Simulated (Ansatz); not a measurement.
Species: sum formula H3SiO4 (charge -1, singlet). It need not be the lowest isomer of its formula. Whether it binds its extra electron was not tested at this geometry. 
Structure (B3LYP-D3(BJ)/def2-TZVP (Ansatz, a first-principles code) minimum search):
SMILES: O[Si](O)(O)[O-]
```xyz
8

Si     0.0497    -0.0103    -0.0947
O      0.7698    -0.1601    -1.4673
O     -1.6012     0.3448    -0.1751
O      0.0933    -1.3754     0.9016
O      0.6488     1.2093     0.9110
H     -1.9200     0.0344    -1.0267
H      0.8578    -1.8960     0.6413
H      1.0813     1.8576     0.3490
```
Charge -1, spin multiplicity 1.

Basis-set convergence of Hartree-Fock and CCSD correlation energies (hartree) with Ansatz. Valence correlation only, unless marked. Spin-orbit coupling is left out. Non-relativistic. This anion needs diffuse functions, which these sets lack.

```json
[
 {"basis": "cc-pV(D+d)Z", "functions": "94", "E(HF)": "-590.34725", "E(corr, CCSD)": "-0.86311"},
 {"basis": "cc-pV(T+d)Z", "functions": "201", "E(HF)": "-590.49508", "E(corr, CCSD)": "-1.09805"},
 {"basis": "cc-pV(Q+d)Z", "functions": "374", "E(HF)": "-590.53063", "E(corr, CCSD)": "-1.18003"},
 {"basis": "cc-pV(5+d)Z", "functions": "629", "E(HF)": "[?]", "E(corr, CCSD)": "[?]"}
]
```

Complete the blanks.


- cc-pV(5+d)Z, E(HF): -590.53922
- cc-pV(5+d)Z, E(corr, CCSD): -1.20948
